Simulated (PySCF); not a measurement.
How methods differ on the ionisation energy of Yb⁶²⁺

Yb⁶²⁺ [He] 2s2 2p4 [2p1/2^2 2p3/2^2, M_J = 2] → Yb⁶³⁺ [He] 2s2 2p3 [2p1/2^2 2p3/2^1, M_J = 3/2], as a difference of total energies. All numbers are calculated (PySCF 2.14, the two-component X2C-1e Hamiltonian, in an uncontracted even-tempered set (17 s from 45 bohr⁻², ratio 2.4; 13 p from 59 bohr⁻², ratio 2.4; 5 d from 200 bohr⁻², ratio 2.6; 4 f from 300 bohr⁻², ratio 2.6)). Correlated levels: nothing frozen; the 30 highest virtual spinors dropped. "Screened" scales the spin-orbit matrix elements by Boettger's factors to mimic the two-electron term; Breit and QED terms are absent.

```json
{"method": "GHF (spin-free)", "ionisation energy (eV)": "14729.5"}
{"method": "GMP2 (spin-free)", "ionisation energy (eV)": "14731.3"}
{"method": "GHF (screened spin-orbit)", "ionisation energy (eV)": "14447.7"}
{"method": "GMP2 (screened spin-orbit)", "ionisation energy (eV)": "14447.9"}
```

For this ion Breit and QED terms and the two-electron picture change, all absent here, outweigh the correlation shift from GHF to GMP2.

The spin-free rows relax to the high-spin LS determinant and lack the spin-orbit shift.

The labels give the starting determinants; with spin-orbit coupling the two ends relaxed to ⟨J²⟩ = 6.00, ⟨L²⟩ = 3.28, ⟨S²⟩ = 1.38 and ⟨J²⟩ = 3.75, ⟨L²⟩ = 2.59, ⟨S²⟩ = 1.47.

For comparison: 14435 ± 15 eV (theoretical estimate listed by NIST; NIST Atomic Spectra Database, ionization energies).
